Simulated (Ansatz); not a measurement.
Harmonic frequencies (cm⁻¹) at PBE0-D4/def2-TZVP from Ansatz: 154, 331, 537, 575, 614, 660, 743, 758, 815, 848, 979, 1039, 1130, 1435, 2192, 2686, 3102, 3172.

Task: Which molecule is it?
A. `S[SiH2][TeH]`
B. `[NH2][AlH][SiH3]`
C. `BB1CO1`
D. `B1SC[AsH]1`

Result: D.
